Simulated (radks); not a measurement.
Values are calculated unless marked as measured or tabulated.
Q: The mean radii <r> (bohr) of the occupied orbitals of an atom or ion are listed with their occupations. Level of theory: scalar-relativistic Kohn-Sham, PBE, spin-polarised, spherical densities, point nucleus (a radial shooting solver on a logarithmic mesh with Libxc functionals).

orbital  occ.      <r>
1s up       1  0.05606
1s down     1  0.05596
2s up       1   0.2406
2s down     1   0.2423
2p up       3   0.2080

Name the element and its charge. Open shells, if any, are filled with parallel spins first.

A: Z = 27, cobalt, charge +20: Co20+ in [He] 2s2 2p3. The 1s radius gives Z: for a bare nucleus <r> = (2 gamma + 1)/(2Z) with gamma = sqrt(1 - (Z/c)^2), 0.05483 bohr for Z = 27, and screening makes it slightly larger (0.05606 here). The occupations add up to 7, and the charge is Z minus that.
